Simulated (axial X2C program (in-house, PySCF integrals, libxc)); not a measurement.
## NCuN⁺: properties at the nuclei

Computed with an axial X2C code built on PySCF integrals: two-component X2C with atomic mean-field Coulomb and Gaunt terms, Gaussian nuclei, basis N dyall-av3z, Cu dyall-v3z with contracted cores.

N–Cu–N held linear, with bonds 1.878 and 1.878 Å (near the PBE0 minimum at charge 1 of the determinant lowest at the starting distance; the state shown can have its own minimum elsewhere, held linear; other orders of the atoms were not compared).

Determinant lowest in the PBE0 search, Ω = 3 (⟨Sz⟩ = 3.00, ⟨Lz⟩ = 0.00 at PBE0), spin on the atoms N 1.35, Cu 0.29, N 1.35:

```tsv
level	A∥/gI N (MHz)	qzz N (a.u.)	A∥/gI Cu (MHz)	qzz Cu (a.u.)
PBE0	9.75	0.17	368	0.03
HF	38.1	0.16	231	-1.08
LDA	5.52	0.21	438	0.29
```

A∥ (defined per Ω) follows by multiplying with gI = μI/(I μN); qzz is the electric field gradient, eQq0 = 234.96 MHz × Q/barn × qzz. The operators were transformed with the bare-nucleus X2C matrices; with these basis sets, hyperfine constants and field gradients can be off by tens of per cent, and where levels differ in sign neither size nor sign is settled.

**Question.** With Q(14N) = 0.02044 barn, gI(63Cu) = 1.4824 (g factors from the IAEA table of nuclear moments by Stone; Q from Pyykkö, Mol. Phys. 2018), turn the PBE0 values of the first state into constants in MHz.

**Answer.** eQq0(14N) = 234.96 × (0.02044) × (0.17) = 0.816 MHz; A∥(63Cu) = 368 × 1.4824 = 546 MHz.

The molecule was held linear; bending was not examined, so a bent shape may lie lower.

Each state is one determinant with collinear spin, which with several unpaired electrons need not be a pure state. Unrestricted Hartree–Fock can overshoot spin polarisation at the nuclei. This is the top spin component of a Σ state; components of lower Ω are not single determinants and can lie lower. With several open shells hyperfine constants can be off by a factor of several. Open-shell Ω = 0 determinants with evenly filled partner blocks cannot be reached by this program, so the Ω shown need not be the lowest component. The search compared states at one distance, so a state with another bond length can lie lower. Further determinants of the search, some of them spin-mixed, are not shown. Where a field gradient or hyperfine factor spreads by more than a factor of two over the levels, a constant derived from it is not to be relied on.
